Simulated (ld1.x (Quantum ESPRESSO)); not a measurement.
# What the settings do to the TM semilocal potential of zinc

Base potential:

ld1.x (Quantum ESPRESSO) 7.5 input, shortened:

```
&input
   title='Zn', zed=30., rel=1, dft='PBE', iswitch=3,
   config='[Ar] 3d10 4s2 4p0'
 /
 &inputp
   pseudotype=1, tm=.true., lloc=1,
   nlcc=.true., new_core_ps=.true.
 /
3
4S  1  0   2.00   0.00  2.30  2.30  0.0
3D  3  2  10.00   0.00  1.30  1.30  0.0
3P  2  1   6.00   0.00  0.75  0.75  0.0
 &test
   configts(1)='3p6 3d10 4s2 4p0'
 /
```

All-electron outer shells of the reference configuration (PBE, scalar-relativistic, ld1.x):

```
shell  level (eV)  outermost node (bohr)  outermost maximum (bohr)
   2p    -1004.03                      –                      0.15
   3s     -129.23                   0.28                      0.59
   3p      -83.40                   0.25                      0.59
   3d      -10.14                      –                      0.57
   4s       -5.98                   0.85                      2.09
   4p       -1.12                   0.92                      3.08
```

Cutoffs, loose and tight: the cutoffs (Ry, on a coarse ladder) from which the occupation-weighted sum of valence levels, in a spherical-Bessel basis at the reference potential, stays within 10 and 1 mRy of its value at 400 Ry. They do not see the model core or the augmentation charge, which bear on the density cutoff. Test errors are all-electron minus pseudo excitation energies from the reference, over the configurations 3p6 3d10 4s1 4p0; 3p6 3d10 4s0 4p0; 3p6 3d9 4s0 4p0; 3p6 3d10 4s0 4p1; 3p6 3d10 4s0 4p2; 3p6 3d9 4s2 4p0; 3p6 3d8 4s0 4p0. A dash means not determined; rows that change the core or the reference have their own tests.

In the semilocal form every listed channel keeps its own potential, so the choice of the local channel does not act on these tests. It acts once the file is put into the separable form.

A semilocal file is local in each channel, so a ghost entry of none says nothing of the separable form that plane-wave codes build from it.

The default core radius of the base comes out at 0.31 bohr.

| change | outcome | cutoff, loose | cutoff, tight | bound ghosts | largest test error (meV) |
| --- | --- | --- | --- | --- | --- |
| base | generated | 200 Ry | over 300 Ry | none | -267 |
| functional LDA (PZ) | generated | 200 Ry | over 300 Ry | none | -253 |
| wave 3d (bound): rc 1.30 bohr becomes 3d (bound): rc 0.96 bohr | generated | 260 Ry | over 300 Ry | none | -101 |
| local potential the s channel | generated | 200 Ry | over 300 Ry | none | -267 |
| reference 3p6 3d10 4s0 4p0 | generated | 200 Ry | over 300 Ry | none | -293 |
| core correction Bessel-smoothed model core inside 0.64 bohr | generated | 200 Ry | over 300 Ry | none | -267 |
| all radii but the core radius scaled by about 1.25 (s 2.86, p 0.94, d 1.62 bohr) | generated | 140 Ry | 200 Ry | none | -1003 |
| core [Ar], valence charge 12; reference 3d10 4s0 4p0; waves now 4s (bound): rc 1.65 bohr; 3d (bound): rc 1.40 bohr; 4p (bound): rc 1.70 bohr; core correction none | generated | 140 Ry | 260 Ry | none | -866 |
| type PAW, which also changes the form from semilocal to separable; waves now 4s (bound): rcut 2.00, rcutus 2.30 bohr; 4s channel at 1.35 Ry: rcut 2.00, rcutus 2.30 bohr; 3p (bound): rc 0.75 bohr; 4p (bound): rc 0.75 bohr; 3d (bound): rcut 1.15, rcutus 1.30 bohr; 3d channel at -0.1 Ry: rcut 1.15, rcutus 1.30 bohr; local potential all-electron potential smoothed inside 1.05 bohr (lloc = -1); augmentation BESSEL, radius 0.70 bohr | failed: invmat: error in DGETRF | – | – | – | – |
| wave 3p (bound): rc 0.75 bohr becomes 3p (bound): rc 0.64 bohr | generated | 230 Ry | over 300 Ry | none | -267 |
| type ultrasoft, which also changes the form from semilocal to separable; waves now 4s (bound): rcut 2.00, rcutus 2.30 bohr; 4s channel at 3.45 Ry: rcut 2.00, rcutus 2.30 bohr; 3p (bound): rc 0.75 bohr; 4p (bound): rc 0.75 bohr; 3d (bound): rcut 1.15, rcutus 1.30 bohr; 3d channel at 1.65 Ry: rcut 1.15, rcutus 1.30 bohr; local potential all-electron potential smoothed inside 0.95 bohr (lloc = -1); augmentation built from norm-conserving waves at rcut, not smoothed further | failed: chargeps: negative rho | – | – | – | – |
| core [Ne], valence charge 20; reference 3s2 3p6 3d9 4s0 4p0; waves now 3s (bound): rc 1.15 bohr; 3d (bound): rc 1.10 bohr; 3p (bound): rc 0.80 bohr; core correction none | generated | 200 Ry | over 300 Ry | none | +4103 |

**Question.** What comes out with this change to the base: wave 4s (bound): rc 2.30 bohr becomes 4s (bound): rc 3.44 bohr?

**Answer.** outcome: generated; cutoff, loose: 200 Ry; cutoff, tight: over 300 Ry; bound ghosts: none; largest test error (meV): -1724.
